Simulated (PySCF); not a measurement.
Run record: geometry optimisation, 2-bromophenol, `Oc1ccccc1Br`.

Computed with PBE0-D3(BJ)/def2-TZVP geometry optimisation, gas phase (PySCF 2.14.0). Start geometry: GFN2-xTB. The input is one job of a driver script: a line of settings, then coordinates in Å.

Command:
```bash
OMP_NUM_THREADS=2 python probes_run.py task.json out
```

Input:
```
{"job": {"xc": "PBE0", "basis": "def2-TZVP", "d3": "d3bj", "grid": 2, "shake": 0.01, "kind": "geom"}, "charge": 0, "multiplicity": 1}
O      2.266170    -0.805220    -0.635320
C      0.993750    -0.392170    -0.315530
C     -0.102910    -1.145450    -0.770740
C     -1.342810    -0.772770    -0.452830
C     -1.625060     0.345750     0.307440
C     -0.567040     1.120710     0.771760
C      0.738670     0.741460     0.456480
Br     2.220320     1.805150     1.080870
H      2.896860    -0.163460    -0.242510
H      0.124430    -2.020700    -1.345800
H     -2.207570    -1.377080    -0.798740
H     -2.626800     0.640120     0.570360
H     -0.762190     2.006780     1.364240
```

Output:
```
step   0  E = -2880.50011212  max force = 0.064324
step   1  E = -2880.50199309  max force = 0.011456
step   2  E = -2880.50362573  max force = 0.007840
step   3  E = -2880.50473293  max force = 0.004528
step   4  E = -2880.50499316  max force = 0.002269
step   5  E = -2880.50503154  max force = 0.002754
step   6  E = -2880.50512621  max force = 0.000386
step   7  E = -2880.50512505  max force = 0.000958
step   8  E = -2880.50513092  max force = 0.000126
optimisation converged
```

Energies in Eh; «max force» is the largest Cartesian gradient component in Eh/bohr.

Problem. How much energy does the optimisation release, in eV?

Solution. E(step 0) − E(last step) = 0.005019 Eh, which is 0.137 eV.

Problem. Give the first gradient maximum in eV/Å.

Solution. With 1 Eh/bohr = 51.422 eV/Å, 3.308 eV/Å.

Summary of the converged run: final energy -2880.50513 Eh after 8 steps; dipole 0.91 D.

Time: 11 min wall, 22 min CPU; peak memory 1.8 GiB. Hardware: 2 threads of an Intel Xeon at 2.50 GHz, no GPU (shared host).
Labels such as C1 count atoms from 1, the log's own numbers from 0.
